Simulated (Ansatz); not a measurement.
Computed with Ansatz.

`C=C(O)[SiH2]O` at its PBE0-D4/def2-TZVP geometry, where that method's forces vanish. Total charge 0; spin multiplicity 1.

```
atom   x (Å)   y (Å)   z (Å)
  C1   0.330  -0.640   1.569
  C2   0.021   0.184   0.570
  O3  -0.531   1.421   0.741
 Si4   0.330  -0.227  -1.234
  O5  -1.050  -0.126  -2.123
  H6   0.752  -1.614   1.361
  H7   0.175  -0.378   2.614
  H8  -0.666   1.590   1.680
  H9   1.363   0.710  -1.752
 H10   0.797  -1.628  -1.323
 H11  -1.521   0.709  -2.103
```

Problem. For each bond, give half the difference of the two atoms' forces along it (eV/Å; positive pushes the atoms apart) under PBE-D4, r2SCAN-D4, B3LYP-D4, ωB97M-V in def2-TZVPP. (Estimate.)

Solution. The calculation gave: 
```csv
bond,length (Å),PBE-D4,r2SCAN-D4,B3LYP-D4,ωB97M-V
C1–C2,1.332,0.33,0.16,0.02,-0.12
C1–H6,1.082,-0.01,-0.08,-0.08,-0.04
C1–H7,1.088,0.01,-0.08,-0.08,-0.05
C2–O3,1.365,0.24,0.26,0.33,0.36
C2–Si4,1.876,-0.23,-0.13,-0.06,-0.02
O3–H8,0.965,0.42,0.03,-0.05,-0.13
Si4–O5,1.645,0.34,0.05,0.15,0.15
Si4–H9,1.488,0.02,-0.02,-0.11,-0.16
Si4–H10,1.480,0.05,-0.02,-0.12,-0.16
O5–H11,0.958,0.33,0.01,-0.02,-0.06
```

B3LYP here is the variant with VWN-RPA as its local correlation; programs differ in this.
